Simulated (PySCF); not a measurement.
**How methods differ on the ionisation energy of Cd(38+)**

Cd(38+) [Ne] (1S) → Cd(39+) [He] 2s2 2p5 (2P), as a difference of total energies. All numbers are calculated (PySCF 2.14, the non-relativistic Hamiltonian (point nucleus), in an uncontracted even-tempered set (17 s from 16 bohr⁻², ratio 2.2; 11 p from 20 bohr⁻², ratio 2.2; 6 d from 87 bohr⁻², ratio 2.4; 5 f from 130 bohr⁻², ratio 2.4; 4 g from 190 bohr⁻², ratio 2.4)). Correlated levels: nothing frozen; virtual orbitals above 40 to 60 times the deepest correlated orbital energy dropped. The calculations carry no spin-orbit coupling.

| method | ionisation energy (eV) |
| --- | --- |
| UHF | 5818.0 |
| LDA | 5815.4 |
| PBE | 5815.7 |
| PBE0 | 5816.7 |
| r2SCAN | 5819.2 |
| B3LYP | 5817.3 |
| BP86 | 5816.8 |
| MP2 (all electrons) | 5819.7 |
| SCS-MP2 (all electrons) | 5819.5 |

A first-order spin-orbit estimate (lowest level to lowest level, LS coupling) adds -55.954 eV.

The gap to the reference is mostly relativistic.

For comparison: 5839 ± 3 eV (semi-empirical (NIST evaluation); NIST Atomic Spectra Database, ionization energies).
